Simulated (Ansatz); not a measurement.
Mg3N2, 5 atoms. Hardware: 4 threads of Arm Neoverse N1 on a shared host.

Correlated methods freeze 5 core orbitals; core or outer-core shells of Mg are correlated, in sets that lack core-valence functions.

(1) How many basis functions does each of these Ansatz runs have, and roughly what does it cost? LC-ωPBE/def2-TZVP, charge 0 singlet, energy, from earlier orbitals; PBE0-D4/def2-TZVP, charge 1 doublet at the geometry of the charge 0 singlet, energy, from earlier orbitals; HF/6-31G, charge 0 quintet, energy; CCSD(T)/def2-TZVPP, charge 0 singlet, energy, from earlier orbitals; PBE0-D4/def2-TZVP, charge 0 singlet, energy, from earlier orbitals; r2SCAN-D4/def2-TZVPD, charge -1 doublet at the geometry of the charge 0 singlet, energy, from earlier orbitals; r2SCAN-D4/def2-TZVP, charge 0 quintet, energy, from earlier orbitals; PBE0-D4/def2-SVP, charge 0 singlet, energy with a search over starts; ωB97M-V/def2-TZVP, charge 0 singlet, energy, from earlier orbitals; r2SCAN-D4/def2-TZVPD, charge 0 singlet, energy, from earlier orbitals; PBE0-D4/def2-TZVP, charge 0 unrestricted singlet, energy, from earlier orbitals; PBE-D4/def2-TZVP, charge 1 doublet at the geometry of the charge 0 singlet, energy, from earlier orbitals.

## Answers

(1) Other jobs shared the machine, so times can vary by a factor of up to 3. A dash marks memory too small to be measured apart from the calling script's.

```
                                                                                                           run  functions  fitting or Cholesky vectors  wall time  peak host memory (GiB)
                                                                            HF/6-31G, charge 0 quintet, energy         57                          665      0.6 s                       –
                                            PBE0-D4/def2-TZVP, charge 0 singlet, energy, from earlier orbitals        158                         1174      2.9 s                       –
                                            LC-ωPBE/def2-TZVP, charge 0 singlet, energy, from earlier orbitals        158                         1174      3.1 s                       –
                                          PBE0-D4/def2-SVP, charge 0 singlet, energy with a search over starts         82                          718      3.3 s                       –
     PBE-D4/def2-TZVP, charge 1 doublet at the geometry of the charge 0 singlet, energy, from earlier orbitals        158                         1174      4.5 s                       –
                                         r2SCAN-D4/def2-TZVPD, charge 0 singlet, energy, from earlier orbitals        179                         1282      6.5 s                       –
                                            ωB97M-V/def2-TZVP, charge 0 singlet, energy, from earlier orbitals        158                         1174       11 s                       –
                                          r2SCAN-D4/def2-TZVP, charge 0 quintet, energy, from earlier orbitals        158                         1174       11 s                       –
    PBE0-D4/def2-TZVP, charge 1 doublet at the geometry of the charge 0 singlet, energy, from earlier orbitals        158                         1174       15 s                     0.7
r2SCAN-D4/def2-TZVPD, charge -1 doublet at the geometry of the charge 0 singlet, energy, from earlier orbitals        179                         1282       29 s                    0.59
                               PBE0-D4/def2-TZVP, charge 0 unrestricted singlet, energy, from earlier orbitals        158                         1174       45 s                    0.71
                                           CCSD(T)/def2-TZVPP, charge 0 singlet, energy, from earlier orbitals        158                         1222    1.8 min                     1.6
```
